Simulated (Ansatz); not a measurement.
```yaml
crystal:
  periodic: [false, false, false]
  atoms:
    - {symbol: Al, position_ang: [-0.347356, 2.332237, -2.481177]}
    - {symbol: N, position_ang: [-0.397554, 0.106680, 0.010536]}
    - {symbol: C, position_ang: [1.685550, -1.557875, 1.138165]}
    - {symbol: Al, position_ang: [-1.633959, -1.730824, 2.486060]}
    - {symbol: H, position_ang: [-2.922251, 3.725179, -3.135653]}
    - {symbol: H, position_ang: [2.199688, 2.879076, -3.973098]}
    - {symbol: H, position_ang: [2.446055, -2.964428, -0.161587]}
    - {symbol: H, position_ang: [3.213541, -0.511352, 2.041559]}
    - {symbol: H, position_ang: [-4.076471, -2.366190, 4.042881]}
basis:
  gaussian: {orbitals: def2-mTZVP}
hamiltonian: {xc: {name: HF}}
correlation: {method: ccsd_t, diis_vectors: 2}
```

```sh
$ ansatz run in.yaml --threads 2 --pin off --events-out ev --progress --plain --max-ram 4352MiB
```

Shortened log:

```
Functional definition: HF
895 factors; integrals over basis functions are off by at most 2.6e-4 eV
mean field evaluation 1: about -15697.4490 eV, gradient 7.8e1 eV
mean field evaluation 2: about -15697.4831 eV, gradient 7.8e1 eV
mean field evaluation 4: about -15698.0431 eV, gradient 7.4e1 eV
mean field evaluation 8: about -15725.1533 eV, gradient 6.0e0 eV
mean field evaluation 16: about -15725.6318 eV, gradient 1.2e0 eV
mean field evaluation 32: about -15726.1978 eV, gradient 6.3e-2 eV
mean field evaluation 64: about -15726.0919 eV, gradient 6.7e-3 eV
mean field evaluation 96: about -15726.1969 eV, gradient 6.6e-2 eV
mean field evaluation 192: about -15726.0918 eV, gradient 5.7e-2 eV
mean field evaluation 320: about -15726.1978 eV, gradient 3.0e-2 eV
mean field evaluation 352: about -15726.0919 eV, gradient 1.5e-2 eV
mean field evaluation 608: about -15726.0919 eV, gradient 1.2e-2 eV
mean field -15726.19785357 eV, -577.9271115190 hartree, gradient 2.8e-6 eV, S^2 0.000000; 10 other end points of the search recorded, 0 dependent functions left out; unrestricted orbitals would lower it
mean field evaluation 640: about -15736.2168 eV, gradient 4.6e-2 eV
mean field evaluation 704: about -15736.3822 eV, gradient 1.5e-1 eV
mean field evaluation 736: about -15736.2559 eV, gradient 8.8e-3 eV
mean field evaluation 864: about -15726.0907 eV, gradient 1.1e-1 eV
mean field evaluation 896: about -15737.9387 eV, gradient 7.6e-2 eV
mean field evaluation 1056: about -15726.1914 eV, gradient 7.9e-2 eV
mean field evaluation 1088: about -15726.1840 eV, gradient 1.8e-1 eV
determinant -15726.19785357 eV, -577.9271115190 hartree, with singles and doubles -15742.49841123 eV, -578.5261459639 hartree
determinant -15726.09192980 eV, -577.9232188924 hartree, with singles and doubles -15742.44546404 eV, -578.5242001908 hartree
determinant -15726.19785357 eV, -577.9271115190 hartree, with singles and doubles -15743.29553768 eV, -578.5554398208 hartree
determinant -15726.09192980 eV, -577.9232188924 hartree, with singles and doubles -15743.14740292 eV, -578.5499959688 hartree
mean field evaluation 1120: about -15726.1979 eV, gradient 4.1e-6 eV
unrestricted determinant -15737.93969959 eV, -578.3586164013 hartree, S^2 5.2198
12 core orbitals not correlated: weight in the atoms' cores, before any rotation towards them, 1.000 or more for the frozen orbitals, at most 0.000 for the correlated occupied ones
reference -15726.19785357 eV, -577.9271115190 hartree; 10, 10 occupied and 75, 75 virtual orbitals, 895 factors
[...]
cycle  61  -17.09778015 eV  change    1.8e-6 eV  update   2.2e-5
cycle  62  -17.09777184 eV  change    8.3e-6 eV  update   2.2e-5
cycle  63  -17.09775484 eV  change    1.7e-5 eV  update   2.1e-5
cycle  64  -17.09774509 eV  change    9.7e-6 eV  update   2.1e-5
cycle  65  -17.09771620 eV  change    2.9e-5 eV  update   2.1e-5
cycle  66  -17.09770846 eV  change    7.7e-6 eV  update   2.1e-5
cycle  67  -17.09771688 eV  change   -8.4e-6 eV  update   2.1e-5
cycle  68  -17.09771500 eV  change    1.9e-6 eV  update   2.1e-5
cycle  69  -17.09771464 eV  change    3.7e-7 eV  update   2.1e-5
cycle  70  -17.09771761 eV  change   -3.0e-6 eV  update   2.1e-5
cycle  71  -17.09772138 eV  change   -3.8e-6 eV  update   2.1e-5
cycle  72  -17.09771929 eV  change    2.1e-6 eV  update   2.1e-5
cycle  73  -17.09772046 eV  change   -1.2e-6 eV  update   2.1e-5
cycle  74  -17.09772412 eV  change   -3.7e-6 eV  update   2.1e-5
cycle  75  -17.09772803 eV  change   -3.9e-6 eV  update   2.1e-5
cycle  76  -17.09773268 eV  change   -4.6e-6 eV  update   2.1e-5
cycle  77  -17.09774023 eV  change   -7.5e-6 eV  update   2.1e-5
cycle  78  -17.09775241 eV  change   -1.2e-5 eV  update   2.0e-5
cycle  79  -17.09775598 eV  change   -3.6e-6 eV  update   2.0e-5
cycle  80  -17.09776071 eV  change   -4.7e-6 eV  update   1.9e-5
cycle  81  -17.09775938 eV  change    1.3e-6 eV  update   1.7e-5
cycle  82  -17.09775324 eV  change    6.1e-6 eV  update   1.6e-5
cycle  83  -17.09773475 eV  change    1.8e-5 eV  update   1.4e-5
cycle  84  -17.09772403 eV  change    1.1e-5 eV  update   1.3e-5
cycle  85  -17.09771200 eV  change    1.2e-5 eV  update   1.2e-5
cycle  86  -17.09770155 eV  change    1.0e-5 eV  update   1.1e-5
cycle  87  -17.09768931 eV  change    1.2e-5 eV  update   1.0e-5
cycle  88  -17.09768537 eV  change    3.9e-6 eV  update   1.0e-5
cycle  89  -17.09768062 eV  change    4.8e-6 eV  update   9.9e-6
cycle  90  -17.09767545 eV  change    5.2e-6 eV  update   9.9e-6
cycle  91  -17.09767516 eV  change    2.9e-7 eV  update   9.8e-6
perturbative correction -1.74416649 eV, -0.0640969363 hartree
WARN: these amplitudes may be one of several solutions (largest doubles amplitude 0.61, level shift 3.15 eV)
Total energy: -15745.03969522 eV, -578.6195364281 hartree
```

**Question.** What is wrong with this run?

**Answer.** The coordinates are in bohr but typed as ångström. Self-consistency was reached. The result belongs to that input, not to the molecule as meant.
